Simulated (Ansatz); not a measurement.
Nb₂P₂, relaxed as a quintet with UKS PBE0-D4/def2-SVP in Ansatz, starting from the PBE0-D4/def2-SVP geometry of the neutral singlet. Force threshold 0.02 eV/Å.

In the def2 sets Nb takes a core potential; there is no spin–orbit coupling. The charge 0 quintet is spin-contaminated (final ⟨S²⟩ up to 6.19, 6.00 for a pure state). At PBE0-D4/def2-SVP a singlet of charge 0 lies 1.45 eV below the quintet, each at its own geometry. The structure comes from a short search, and lower isomers may exist.

Start:

| atom | x (Å) | y (Å) | z (Å) |
| --- | --- | --- | --- |
| Nb1 | -0.755 | 0.529 | 0.820 |
| Nb2 | -0.085 | -0.874 | -0.867 |
| P3 | -0.033 | 1.442 | -1.212 |
| P4 | 0.872 | -1.097 | 1.258 |

Q: Estimate the energy that the relaxation releases and the steps that it takes.

A: 0.98 eV, in 9 steps; 76 s on 4 threads of Arm Neoverse V1 on a shared host. No frequencies were taken in this run, so the end may be a saddle point.

Q: Does the start keep its bonding and symmetry?

A: By distances, no bond broke or formed. The bond that changes most is Nb1–P3, from 2.34 to 2.32 Å (atoms count from 1). Point group C2v at the start, C2v at the end, both within 0.05 Å.

Q: Predict the relaxed structure.

A: 
```xyz
4

Nb   -0.657    0.788    1.050
Nb    0.187   -0.980   -1.076
P    -0.196    1.307   -1.164
P     0.666   -1.114    1.190
```
Bond lengths (bridged metal pairs left out): 4 × Nb–P 2.32 Å.
